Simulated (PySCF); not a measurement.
**Correlation energy of Mg¹⁰⁺ (magnesium, charge +10)**

Starting occupation: 1s2. Computed with PySCF 2.14 in an uncontracted even-tempered set (17 s from 0.53 bohr⁻², ratio 2.6; 10 p from 0.69 bohr⁻², ratio 2.6; 7 d from 0.71 bohr⁻², ratio 2.8; 3 f from 37 bohr⁻², ratio 2.8), with X2C-1e with screened-nucleus spin-orbit coupling, Gaussian nucleus. Frozen: nothing; 2 electrons correlated; the 30 highest virtual spinors left out.

Total MP2 correlation energy: -44.39 mhartree.

With two correlated electrons CCSD is exact within the correlated space (frozen core and kept virtual orbitals).

The virtual space was cut to 52 spinors, which keep -41.82 of the -44.39 mhartree of MP2 correlation.

| level | correlation energy (mhartree) |
| --- | --- |
| CCSD | -42.99 |

Diagnostics: T1 = 1.6e-05, largest double amplitude 0.005.

Cost of the coupled-cluster step: of the order of 5 core-seconds, for 2 occupied and 52 virtual spinors.

The coupled-cluster values are those of the cut space; adding the MP2 remainder, -2.57 mhartree, estimates the full space.
